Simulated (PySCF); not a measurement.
**Distorted geometries of OsO2(H2O)3**

OsO2(H2O)3 (singlet). PySCF 2.14.0, RKS r2SCAN, Os def2-SVP with ECP60, O def2-SVP, H def2-SVP; non-relativistic Hamiltonian with scalar-relativistic core potentials where named; density fitting; no spin-orbit coupling. Relaxed geometry:

```xyz
12

Os    0.0000    0.0000    0.0000
O     0.0000    0.0000    1.7331
O     0.0000    0.0000   -1.7331
O     2.4450    0.0000    0.0000
H     3.0212   -0.7737    0.0000
H     3.0212    0.7738    0.0000
O    -1.2225    2.1174    0.0000
H    -0.8405    3.0033    0.0000
H    -2.1807    2.2295    0.0000
O    -1.2225   -2.1174    0.0000
H    -2.1806   -2.2296    0.0000
H    -0.8405   -3.0033    0.0000
```

Question: Order these distorted geometries by energy above the relaxed one, lowest first.
A.
```xyz
12

Os    0.2818   -0.2444   -0.2129
O     0.1246   -0.0408    1.9425
O    -0.0039   -0.0950   -1.9016
O     2.2481   -0.0506   -0.0532
H     3.0585   -0.8187   -0.1952
H     3.2215    0.6903   -0.1209
O    -1.2106    1.9607   -0.0982
H    -0.9322    3.2317    0.1015
H    -2.2925    2.5337    0.2391
O    -1.4309   -2.0015    0.1053
H    -2.2471   -2.1136    0.0565
H    -0.8172   -3.0520    0.1373
```
B.
```xyz
12

Os   -0.0063   -0.0132    0.0060
O     0.0067   -0.0064    1.7086
O     0.0193    0.0333   -1.7257
O     2.4510   -0.0062    0.0254
H     3.0316   -0.7414    0.0273
H     2.9624    0.7579   -0.0308
O    -1.2273    2.1003   -0.0038
H    -0.8800    2.9672    0.0185
H    -2.1388    2.2255    0.0136
O    -1.2349   -2.0845    0.0399
H    -2.1694   -2.2401   -0.0660
H    -0.8143   -2.9923   -0.0130
```
C.
```xyz
12

Os   -0.1171   -0.0171    0.0128
O     0.0246    0.0580    1.7923
O     0.0676    0.0633   -1.7338
O     2.4453   -0.0003   -0.0370
H     3.0185   -0.8376   -0.1038
H     2.9513    0.8536    0.0515
O    -1.1635    2.0805    0.0200
H    -0.8105    3.0075    0.0050
H    -2.1532    2.0905   -0.0132
O    -1.3254   -2.0603   -0.0950
H    -2.2547   -2.1746    0.0095
H    -0.6829   -3.0634    0.0917
```

Answer: B (0.23 eV), C (1.24 eV), A (8.32 eV).

Question: Which forces (eV/Å) act in the one that lies 8.32 eV up?

Answer: 
```
Os   -0.88   0.31   6.17
O     0.35  -0.87  -7.01
O     0.14  -0.42   1.38
O     8.75  -0.69  -1.16
H    -4.26   1.91   0.52
H    -4.05  -0.97   0.36
O    -3.58   8.38   2.29
H    -0.27  -5.26  -0.98
H     3.77  -3.07  -1.36
O    15.63  -2.41   0.74
H   -12.19  -2.13  -0.76
H    -3.41   5.22  -0.20
```
Forces carry noise of the integration grid, about 0.01 to 0.03 eV/Å.

No frequency check is given that shows the relaxed geometry to be a minimum.
